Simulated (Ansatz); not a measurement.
Species: C$_{3}$H$_{11}$NSi, net charge 0, singlet state. 
Geometry from a B3LYP-D3(BJ)/def2-TZVP (Ansatz, an electronic-structure program) optimisation:
```
Si
N 1 1.7334
H 2 1.0084 1 120.21
H 2 1.0084 3 110.34 1 146.80
C 1 1.8740 2 107.06 3 -48.36
H 5 1.0916 1 111.08 2 -59.99
H 5 1.0925 6 108.17 1 122.09
H 5 1.0933 6 107.85 7 115.79
C 1 1.8740 2 107.06 3 -168.09
H 9 1.0916 1 111.08 2 59.99
H 9 1.0925 10 108.17 1 -122.09
H 9 1.0933 10 107.85 11 -115.79
C 1 1.8817 2 113.90 3 71.78
H 13 1.0929 1 111.16 2 -59.91
H 13 1.0929 14 107.60 1 -121.92
H 13 1.0934 14 107.68 15 -115.82
```

Basis-set convergence of Hartree-Fock and CCSD correlation energies (hartree) with Ansatz. Valence correlation only, unless marked. Spin-orbit coupling is left out. No relativistic terms.

| basis | functions | E(HF) | E(corr, CCSD) |
|---|---|---|---|
| cc-pV(D+d)Z | 134 | -463.46675 | -0.78415 |
| cc-pV(T+d)Z | 313 | -463.54182 | -0.94065 |
| cc-pV(Q+d)Z | 614 | -463.55752 | -0.98833 |

Extrapolating the two largest sets (X = 3 and 4) as X^-3: E(corr) = (64·(-0.98833) - 27·(-0.94065))/37 = -1.0231 Eh, an estimate of the basis-set limit. The largest set recovers 96.6 % of it, the smallest 76.6 %.
